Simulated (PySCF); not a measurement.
Excitations are Tamm–Dancoff values on a coarser integration grid. The basis has no diffuse functions, so Rydberg states are missing or too high.

Species: Cl3In, SMILES `[Cl][In]([Cl])[Cl]` (charge 0, multiplicity 1).

Task: What dipole moment, S1 excitation (TDA) and HOMO–LUMO gap does PBE-D3(BJ)/def2-TZVP // B3LYP-D3(BJ)/def2-TZVP in PySCF 2.14.0 give?

Result: 
```json
{
  "dipole_moment": "0.00 D",
  "S1 excitation (TDA)": "4.22 eV",
  "HOMO–LUMO gap": "4.08 eV"
}
```
